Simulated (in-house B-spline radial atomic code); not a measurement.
## The chromium ion Cr⁶⁺: [Ne] 3s2 3p6

Level of theory: Dirac-Kohn-Sham relativistic LDA, spherical fractional occupations, Fermi nucleus of rms radius 3.6452 fm; calculated with an all-electron radial atomic-structure program (B-spline basis).

Z_r = [3n² - l(l+1)]/(2<r>); Z_e = n√(-2ε); the last column is Slater's effective charge. Values are occupation-weighted means over j.

```json
{"shell": "1s", "electrons": "2", "ε (eV)": "-5964.7", "<r> (bohr)": "0.06377", "Z_r": "23.52", "Z_e": "20.94", "Slater": "23.70"}
{"shell": "2s", "electrons": "2", "ε (eV)": "-781.6", "<r> (bohr)": "0.2938", "Z_r": "20.42", "Z_e": "15.16", "Slater": "19.85"}
{"shell": "2p", "electrons": "6", "ε (eV)": "-676.81", "<r> (bohr)": "0.2602", "Z_r": "19.22", "Z_e": "14.11", "Slater": "19.85"}
{"shell": "3s", "electrons": "2", "ε (eV)": "-178.04", "<r> (bohr)": "0.8475", "Z_r": "15.93", "Z_e": "10.85", "Slater": "12.75"}
{"shell": "3p", "electrons": "6", "ε (eV)": "-148.52", "<r> (bohr)": "0.8721", "Z_r": "14.33", "Z_e": "9.91", "Slater": "12.75"}
```

The least bound orbital is 3p3/2 at -148.1 eV, and it is also the most diffuse (<r> = 0.8742 bohr).

Spin-orbit splittings of the orbital energies (j = l + 1/2 above j = l - 1/2 when positive): 2p 8.58 eV, 3p 1.261 eV.

For the 1s electron the small component carries 0.737 % of the norm, the zero-frequency Breit interaction raises the level by 6.451 eV, self-energy by 3.107 eV, and vacuum polarisation lowers it by 0.2531 eV.
